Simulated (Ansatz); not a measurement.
`C=[C](F)[GaH2]` → `C=[CH][GaH][F]`  (isomerisation)

Calculated with Ansatz (gas phase, PBE0-D4/def2-TZVP geometries, no zero-point term in ΔE). CBS: MP2 limit from def2 TZ/QZ plus the TZ coupled-cluster correction, frozen cores. DFT in def2-TZVPP. B3LYP here is the variant with VWN-RPA as its local correlation; programs differ in this. HSE06 is defined as in plane-wave codes. For Ga outer-core shells are correlated without core-valence functions, which leaves a few kJ/mol of doubt a bond. Scalar relativity is left out up to krypton. One conformer a species, not always the lowest.

```csv
level,ΔE (kJ/mol),difference from CCSD(T)/CBS
LDA (SPW92),-149.1,30.0
PBE-D4,-160.3,18.8
revPBE-D4,-160.8,18.3
BLYP-D4,-165.9,13.2
r2SCAN-D4,-168.5,10.6
B97M-V,-163.1,16.0
PBE0-D4,-165.1,14.0
B3LYP-D4,-169.2,9.9
r2SCANh-D4,-169.7,9.4
r2SCAN0-D4,-171.4,7.7
HSE06-D4,-165.0,14.1
BHLYP-D4,-174.7,4.4
CAM-B3LYP-D4,-169.0,10.1
PBE-QIDH,-176.8,2.3
PBE,-160.8,18.3
revPBE,-163.0,16.1
BLYP,-167.1,12.0
r2SCAN,-168.6,10.5
PBE0,-165.5,13.6
B3LYP,-170.0,9.1
r2SCANh,-169.8,9.3
r2SCAN0,-171.5,7.6
HSE06,-165.4,13.7
CAM-B3LYP,-169.3,9.8
LC-ωPBE,-169.2,9.9
RPA@PBE/def2-TZVPP,-171.0,8.1
HF/def2-SVP,-176.5,2.6
MP2/def2-SVP,-184.4,-5.3
CCSD/def2-SVP,-176.4,2.7
CCSD(T)/def2-SVP,-174.5,4.6
HF/def2-TZVPP,-180.1,-1.0
MP2/def2-TZVPP,-188.4,-9.3
SCS-MP2/def2-TZVPP,-185.6,-6.5
CCSD(T)/def2-TZVPP,-178.1,1.0
HF/def2-QZVPP,-181.1,-2.0
MP2/def2-QZVPP,-189.3,-10.2
SCS-MP2/def2-QZVPP,-186.8,-7.7
HF/CBS(def2),-181.2,-2.1
MP2/CBS(def2),-189.4,-10.3
CCSD/CBS(def2),-180.2,-1.1
CCSD(T)/CBS,-179.1,0
```

**Question.** What do rigid-rotor, harmonic-oscillator terms from PBE0-D4/def2-TZVP frequencies (298.15 K, 1 bar) make of the CCSD(T)/CBS value? (Estimate.)

**Answer.** Computed: ΔZPE = +8.9 kJ/mol, ΔH = -169.9 kJ/mol, ΔS = 5 J/(mol·K), ΔG = -171.3 kJ/mol.

Largest T1 diagnostic among the species: 0.014.

At CCSD(T), def2-SVP lies +4.6 kJ/mol from the extrapolated value and def2-TZVPP +1.0 kJ/mol. From PBE to PBE0 (25 % exact exchange), in def2-TZVPP and without D4, ΔE moves by −4.7 kJ/mol.
